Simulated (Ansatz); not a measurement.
`[OH][SbH][SiH3]` + `[SiH3][AlH][SH]` → `[SiH3][AlH][S][SiH3]` + `[OH][SbH2]` at 400 K and 1 bar (cleavage of the Si–Sb bond).

Computed with Ansatz on PBE0-D4/def2-TZVP structures; ΔE is electronic, products minus reactants. CCSD(T)/CBS adds triple-zeta CCSD(T) − MP2 to the extrapolated MP2 energy (def2 sets, frozen cores). def2 core potentials past Kr. For Sb outer-core shells are correlated without core-valence functions, which leaves a few kJ/mol of doubt a bond. One conformer a species, not always the lowest.

```tsv
species	CCSD(T)/CBS energy (Eh)	H − E (kJ/mol)	S (J/(mol·K))
`[OH][SbH][SiH3]`	-607.27229	147.3	372.1
`[SiH3][AlH][SH]`	-931.90162	137.9	373.0
`[SiH3][AlH][S][SiH3]`	-1222.20542	195.2	432.2
`[OH][SbH2]`	-316.98030	89.2	295.3
```

H − E and S are ideal-gas, rigid-rotor, harmonic terms from PBE0-D4/def2-TZVP, for one conformer and one mirror image of each species. 1 Eh = 2625.50 kJ/mol, R = 8.31446 J/(mol·K).

**Question.** By hand: ΔE, ΔH, ΔS and ΔG.

**Answer.** ΔE = (-1222.20542) + (-316.98030) − (-607.27229) − (-931.90162) = -0.01181 Eh = -31.0 kJ/mol. Δ(H − E) = 195.2 + 89.2 − 147.3 − 137.9 = -0.8, so ΔH = -31.8 kJ/mol. ΔS = 432.2 + 295.3 − 372.1 − 373.0 = -17.6 J/(mol·K). ΔG = -31.8 − 400 × (-17.6)/1000 = -24.8 kJ/mol.

**Question.** By hand: the equilibrium constant, and the temperature at which ΔG would vanish if ΔH and ΔS stayed fixed.

**Answer.** log₁₀ K = −ΔG/(RT ln 10) = 3.2. ΔG = 0 at ΔH/ΔS = 1807 K, though so small a ΔS makes that figure unsure.

ΔH outweighs TΔS. A doubt of 5 kJ/mol in ΔE shifts log₁₀ K by 0.7 here. Other conformers and mirror images would add mixing entropy, several J/(mol·K) or more a flexible species. Modes under 60 cm⁻¹, often nearly free rotors, make the harmonic entropy too high. These are equilibria of isolated gas molecules and say nothing of rates. Largest T1 diagnostic: 0.014 (customary marks: 0.02 for closed shells, 0.045 for open ones).
